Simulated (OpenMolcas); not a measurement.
## Cr III: effect of the IPEA shift

| Item | Value |
| --- | --- |
| Program | OpenMolcas |
| Basis | ANO-RCC-VQZP [7s6p4d3f2g1h] |
| Scalar Hamiltonian | DKH2, point nucleus |
| Active space | 4 electrons in 6 orbitals (3d 4s) |
| State averaging | 2S+1 = 5 even, 15 roots; 2S+1 = 3 even, 90 roots kept (CI in the orbitals of an earlier block); 2S+1 = 1 even, 84 roots kept (CI in the orbitals of an earlier block) |
| Spin-orbit coupling | RASSI with atomic mean-field integrals over the reference wave functions, term energies averaged over their components |

Methods on the same reference wave functions:
A. CASSCF
B. MS-CASPT2, IPEA 0.25 Eh, imaginary shift 0.1 Eh (closed shells correlated: 3s 3p)
C. MS-CASPT2, IPEA 0.5 Eh, imaginary shift 0.1 Eh (closed shells correlated: 3s 3p)

Energies in eV above 3d4 5D0, the measured ground level; measured values from Sugar and Corliss, J. Phys. Chem. Ref. Data 6, 317 (1977).

| Level | A | B | C | Measured |
| --- | --- | --- | --- | --- |
| 3d4 5D0 | 0.0000 | 0.0000 | 0.0000 | 0.0000 |
| 3d4 5D1 | 0.0087 | 0.0089 | 0.0089 | 0.0077 |
| 3d4 5D2 | 0.0259 | 0.0264 | 0.0263 | 0.0227 |
| 3d4 5D3 | 0.0510 | 0.0516 | 0.0515 | 0.0442 |
| 3d4 5D4 | 0.0834 | 0.0838 | 0.0838 | 0.0714 |
| 3d4 3H4 | 2.6167 | 2.130 | 2.185 | 2.1417 |
| 3d4 3H5 | 2.6350 | 2.150 | 2.204 | 2.1569 |
| 3d4 3H6 | 2.6558 | 2.172 | 2.226 | 2.1735 |
| 3d4 3P0(1) | 2.8337 | 2.036 | 2.127 | 2.0794 |
| 3d4 3P1(1) | 2.8861 | 2.090 | 2.181 | 2.1286 |
| 3d4 3P2(1) | 2.9823 | 2.186 | 2.277 | 2.2133 |
| 3d4 3F2(1) | 3.0087 | 2.280 | 2.373 | 2.2877 |
| 3d4 3F3(1) | 3.0159 | 2.287 | 2.379 | 2.2951 |
| 3d4 3F4(1) | 3.0267 | 2.298 | 2.390 | 2.3040 |
| 3d4 3G3 | 3.3051 | 2.549 | 2.612 | 2.5669 |
| 3d4 3G4 | 3.3273 | 2.572 | 2.635 | 2.5854 |
| 3d4 3G5 | 3.3475 | 2.592 | 2.655 | 2.6032 |
| 3d4 1I6 | 3.9365 | 3.201 | 3.232 | 3.2254 |
| 3d4 1G4(1) | 4.1480 | 3.117 | 3.190 | 3.1168 |
| 3d4 3D3 | 4.2781 | 3.151 | 3.236 | 3.1897 |
| 3d4 3D2 | 4.2856 | 3.158 | 3.244 | 3.1964 |
| 3d4 3D1 | 4.2932 | 3.166 | 3.252 | 3.2048 |
| 3d4 1S0 | 4.8275 | 3.364 | 3.489 | 3.3937 |
| 3d4 1D2(1) | 5.1690 | 3.960 | 4.014 | 3.9863 |

Deviations, from unrounded energies. A percentage is the sum of absolute deviations over the sum of measured energies, with the sign that they share, or ± where signs differ.

```json
{"Against measurement": "mean absolute deviation (cm-1)", "Levels": "23", "A": "5500", "B": "150", "C": "380"}
{"Against measurement": "fine structure of the ground term (%)", "Levels": "4", "A": "+15.8", "B": "+16.9", "C": "+16.7"}
{"Against measurement": "other terms of the ground configuration (%)", "Levels": "19", "A": "+30.9", "B": "±0.8", "C": "+2.1"}
```

B lies closest to measurement on these levels and A furthest from it. The largest miss of B in the table is 3d4 3P0(1), by -350 cm-1. The ranking rests on the paired levels alone, and a cruder setting can come out closer through cancelling errors.

Between B and C the level of the table that moves most is 3d4 1S0, by 1000 cm-1 (lowest in B, highest in C). Moves below CASPT2's spread within the term are not significant.

The mean deviations of B to C differ by less than CASPT2's widest spread within a term (350 cm-1), so their order carries little weight.

From A to B the spin-free energies of the other terms of 3d4 shown, above 5D, scale by factors of 0.69 to 0.81.

The lowest spin-free term lies below A's lowest term by 0.451 hartree in B, 0.443 hartree in C.

Term energies are means over components that CASPT2 splits; among the terms shown or strongly mixed into the levels shown the widest spread is 350 cm-1 (3d4 1G(1), B). Over all roots computed the reference weight is 0.87 to 0.94 in B, 0.89 to 0.95 in C; the roots of lowest weight are the least certain, and an intruder state may touch them. Terms from blocks run as CI alone lack orbitals of their own. The CASPT2 spread within a term exceeds the gap to the next term for 3d4 3P(1) and 3d4 3H, so the order of their levels is uncertain (figures for B; the like holds for C). Without dynamic correlation excited terms often stand tens of per cent too high (terms of higher spin than the ground term too low), and those without a measured partner can miss by more than the paired ones (holds for A). Blocks of more than 70 roots (2S+1 = 3 even, 1 even) ran without multistate coupling (holds for B; C). Computed and measured levels are paired by configuration, term and J; levels that our copy of the source lacks, or whose pairing is in doubt (as where it misses far off the trend of its configuration), stay unpaired and out of the deviations. Levels of configurations outside the active space are missing. The table leaves out levels that lie high or whose names do not pair safely across all columns.

A number in round brackets counts repeated terms of one configuration in the order of the reference energies.
